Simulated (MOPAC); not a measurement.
MOPAC input (PM7):

```
PM7 1SCF GEO-OK AUX(PRECISION=9) THREADS=1
CH6BNO2

C     1.83886900 1    0.72089100 1    0.12061500 1
N     0.78353700 1   -0.20760500 1    0.47951600 1
B    -0.54195900 1   -0.21110400 1   -0.03759300 1
O    -1.48256300 1   -1.14212700 1    0.34308200 1
O    -0.98831700 1    0.71923900 1   -0.94662100 1
H     2.55628700 1    0.82039600 1    0.93641100 1
H     2.39042000 1    0.42092600 1   -0.77804300 1
H     1.42714300 1    1.71802400 1   -0.05270300 1
H     1.08719500 1   -0.96759200 1    1.06405300 1
H    -1.18677200 1   -1.75620200 1    1.01814500 1
H    -0.31540600 1    1.33095700 1   -1.25188500 1
```

From the output:

```
                                                       MOPAC v23.2.5 Linux

          FINAL HEAT OF FORMATION =       -165.13517 KCAL/MOL =    -690.92554 KJ/MOL

          COSMO AREA              =        110.52 SQUARE ANGSTROMS
          COSMO VOLUME            =         94.19 CUBIC ANGSTROMS

          IONIZATION POTENTIAL    =          9.338929 EV
          HOMO LUMO ENERGIES (EV) =         -9.339  0.746
          NO. OF FILLED LEVELS    =         15
          MOLECULAR WEIGHT        =         74.8739         POINT GROUP:  C1

          MOLECULAR DIMENSIONS (Angstroms)

            Atom       Atom       Distance
            H    10    H     7     4.55659
            H    11    H     6     3.46097
            H     8    H     7     1.67466

          SCF CALCULATIONS        =          1

   ATOM   CHEMICAL          X               Y               Z
  NUMBER   SYMBOL      (ANGSTROMS)     (ANGSTROMS)     (ANGSTROMS)

     1       C          1.83886900  *   0.72089100  *   0.12061500  *
     2       N          0.78353700  *  -0.20760500  *   0.47951600  *
     3       B         -0.54195900  *  -0.21110400  *  -0.03759300  *
     4       O         -1.48256300  *  -1.14212700  *   0.34308200  *
     5       O         -0.98831700  *   0.71923900  *  -0.94662100  *
     6       H          2.55628700  *   0.82039600  *   0.93641100  *
     7       H          2.39042000  *   0.42092600  *  -0.77804300  *
     8       H          1.42714300  *   1.71802400  *  -0.05270300  *
     9       H          1.08719500  *  -0.96759200  *   1.06405300  *
    10       H         -1.18677200  *  -1.75620200  *   1.01814500  *
    11       H         -0.31540600  *   1.33095700  *  -1.25188500  *

                             CARTESIAN COORDINATES

   1    C        1.838869000     0.720891000     0.120615000
   2    N        0.783537000    -0.207605000     0.479516000
   3    B       -0.541959000    -0.211104000    -0.037593000
   4    O       -1.482563000    -1.142127000     0.343082000
   5    O       -0.988317000     0.719239000    -0.946621000
   6    H        2.556287000     0.820396000     0.936411000
   7    H        2.390420000     0.420926000    -0.778043000
   8    H        1.427143000     1.718024000    -0.052703000
   9    H        1.087195000    -0.967592000     1.064053000
  10    H       -1.186772000    -1.756202000     1.018145000
  11    H       -0.315406000     1.330957000    -1.251885000

           Empirical Formula: C H6 N O2 B  =    11 atoms

      MOLECULAR POINT GROUP   :   C1

                  EIGENVALUES
 -35.43121 -29.22277 -28.49115 -24.33394 -18.34094 -17.72006 -16.23624 -15.49975
 -15.29217 -13.41582 -13.25301 -12.79481 -11.77061 -11.20461  -9.33893   0.74627
   2.26734   2.82137   3.24781   4.83949   5.11436   5.30939   5.86965   6.05274
   6.59394   7.02447

              NET ATOMIC CHARGES AND DIPOLE CONTRIBUTIONS

  ATOM NO.   TYPE          CHARGE      No. of ELECS.   s-Pop       p-Pop
    1          C          -0.236052        4.2361     1.04774     3.18831
    2          N          -0.533551        5.5336     1.54275     3.99080
    3          B           0.483157        2.5168     0.62452     1.89232
    4          O          -0.518710        6.5187     1.76847     4.75024
    5          O          -0.520075        6.5201     1.76653     4.75355
    6          H           0.137774        0.8622     0.86223
    7          H           0.134505        0.8655     0.86550
    8          H           0.140905        0.8591     0.85909
    9          H           0.268104        0.7319     0.73190
   10          H           0.320594        0.6794     0.67941
   11          H           0.323348        0.6767     0.67665
 DIPOLE           X         Y         Z       TOTAL
 POINT-CHG.     4.097     0.368     1.132     4.266
 HYBRID         0.345    -0.269     0.259     0.509
 SUM            4.442     0.099     1.391     4.656

          ATOMIC ORBITAL ELECTRON POPULATIONS

     Atom    s        px        py        pz
    1  C   1.04774   1.00238   1.04343   1.14249
    2  N   1.54275   1.18701   1.30114   1.50265
    3  B   0.62452   0.63604   0.63358   0.62269
    4  O   1.76847   1.61469   1.53399   1.60156
    5  O   1.76653   1.55881   1.53321   1.66152
    6  H   0.86223
    7  H   0.86550
    8  H   0.85909
    9  H   0.73190
   10  H   0.67941
   11  H   0.67665

 **********************
 *                    *
 * JOB ENDED NORMALLY *
 *                    *
 **********************

 == MOPAC DONE ==
```

The geometry given is a B3LYP-D3(BJ)/def2-TZVP minimum.
